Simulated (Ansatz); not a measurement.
Two members of one family (Same ligands, another metal), computed with Ansatz in the gas phase; def2 core potentials for I, Zr, no spin–orbit coupling. The two geometries come from different levels. Binding counts from free atoms in the multiplicity of their measured ground term, without zero-point energy. A dash marks a value that wasn't run or was left out as unsound. The structures are stationary points that may keep the symmetry of their start. Remarks come from the PBE and PBE0 runs and from stability tests at other levels; not every state was tested. HOMO above LUMO (over both spins in singlets and doublets, within one spin in higher multiplets; at PBE or PBE0), or a gap under 0.15 eV within one spin, warns that the state may not be the lowest or that an electron is smeared out.

First: TiIF3 (singlet, charge 0, r2SCAN-D4/def2-SVP geometry).

```tsv
atom	x (Å)	y (Å)	z (Å)
Ti1	0.100	0.040	0.115
I2	-1.522	-0.617	-1.761
F3	0.099	-1.171	1.351
F4	-0.379	1.550	0.810
F5	1.702	0.197	-0.514
```

```csv
level,HOMO (eV),LUMO (eV),gap (eV),vertical IE (eV),vertical triplet (eV),binding per atom (eV)
PBE-D4/def2-TZVP,-7.32,-4.20,3.12,10.54,4.16,–
r2SCAN-D4/def2-TZVP,-7.65,-4.22,3.42,10.64,4.05,–
PBE0-D4/def2-TZVP,-8.49,-3.39,5.10,10.67,3.66,4.28
HSE06-D4/def2-TZVP,-8.09,-3.77,4.33,–,–,4.28
BHLYP-D4/def2-TZVP,-9.48,-2.37,7.11,–,–,3.83
```

Metal–donor distances: 1 × I 2.57 Å, 3 × F 1.73 Å. Remarks: gap within one spin near zero at PBE or PBE0 (+1 doublet).

Second: ZrIF3 (singlet, charge 0, PBE0-D4/def2-SVP geometry).

```xyz
5

Zr   -0.031    0.152   -0.032
I     0.511   -2.450    0.520
F     1.343    1.251    0.646
F    -1.668    0.648    0.764
F    -0.155    0.399   -1.899
```

Question: What does the change do? Estimate second minus first.

Answer: 
| level | Δ HOMO (eV) | Δ LUMO (eV) | Δ gap (eV) | Δ vertical IE (eV) | Δ vertical triplet (eV) | Δ binding per atom (eV) |
| --- | --- | --- | --- | --- | --- | --- |
| PBE-D4/def2-TZVP | 0.11 | 1.38 | 1.28 | -0.09 | 0.98 | – |
| r2SCAN-D4/def2-TZVP | 0.11 | 1.54 | 1.42 | -0.09 | 1.14 | – |
| PBE0-D4/def2-TZVP | 0.11 | 1.35 | 1.24 | -0.09 | 1.37 | 0.48 |
| HSE06-D4/def2-TZVP | 0.11 | 1.35 | 1.24 | – | – | 0.48 |
| BHLYP-D4/def2-TZVP | 0.12 | 1.27 | 1.14 | – | – | 0.63 |

Metal–donor distances: 1 × I 2.71 Å, 3 × F 1.89 Å. Remarks: gap within one spin near zero at PBE or PBE0 (+1 doublet).
